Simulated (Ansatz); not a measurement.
Basis-set series for C₂H₇BO₂Si (`CB(O)[SiH]1CO1`). Total charge 0; spin multiplicity 1. The structure was optimised at the PBE0-D4/def2-TZVP level. It is one conformer, not always the lowest.

```csv
functional,basis,functions,energy (Eh),HOMO (eV),LUMO (eV)
PBE0-D4,def2-SVP,123,-544.55440,-7.22,-1.29
PBE0-D4,def2-TZVPP,295,-544.95903,-7.28,-1.49
ωB97M-V,def2-SVP,123,-544.83083,-9.39,0.70
ωB97M-V,def2-TZVPP,295,-545.24595,-9.47,0.40
```

Question: Give the rows for def2-QZVPP. (Estimate.)

Answer: Computed: 
```
functional       basis  functions  energy (Eh)  HOMO (eV)  LUMO (eV)
   PBE0-D4  def2-QZVPP        565   -544.98368      -7.31      -1.53
   ωB97M-V  def2-QZVPP        565   -545.26930      -9.50       0.30
```

Positive LUMOs are unbound and depend on the basis.
